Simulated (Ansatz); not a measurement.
Relaxation of ClH3O3Ti (8 atoms, charge 0, multiplicity 1), to a largest force component of 0.02 eV/Å in at most 40 steps.

Theory: RKS BLYP-D4/def2-SVP in Ansatz 0.2.0.

```xyz
8
Properties=species:S:1:pos:R:3
Ti 0.000 0.000 0.000
O 0.000 0.000 1.920
H -0.909 -0.281 2.257
O 1.811 0.000 -0.639
H 2.127 -0.952 -0.756
O -0.904 1.567 -0.639
H -1.862 1.336 -0.862
Cl -1.116 -1.934 -0.789
```

Q: Where does it end, and by what steps?

A: The run converged. After 12 steps the energy has fallen by 0.810 eV; H5 moved furthest, 0.65 Å.

```tsv
step	energy less start (eV)	largest force component (eV/Å)	accepted
0	0.0000	2.322	yes
1	-0.5060	2.192	yes
2	-0.6405	1.472	yes
3	-0.7429	0.505	yes
4	-0.7922	0.436	yes
5	-0.8064	0.194	yes
6	-0.8078	0.333	yes
7	-0.8094	0.073	yes
8	-0.8092	0.069	no
9	-0.8096	0.079	yes
10	-0.8096	0.065	yes
11	-0.8084	0.226	no
12	-0.8098	0.005	yes
```

```xyz
8
Properties=species:S:1:pos:R:3
Ti -0.125 -0.202 -0.120
O -0.110 -0.396 1.667
H -0.488 0.140 2.389
O 1.573 -0.157 -0.724
H 2.347 -0.560 -0.286
O -0.926 1.332 -0.605
H -1.864 1.496 -0.818
Cl -1.262 -1.918 -1.010
```

Whether the end is a true minimum wasn't checked by a vibrational analysis.

The run took 18 s on 4 threads of Arm Neoverse V2, on a shared host, peak memory 0.15 GiB.
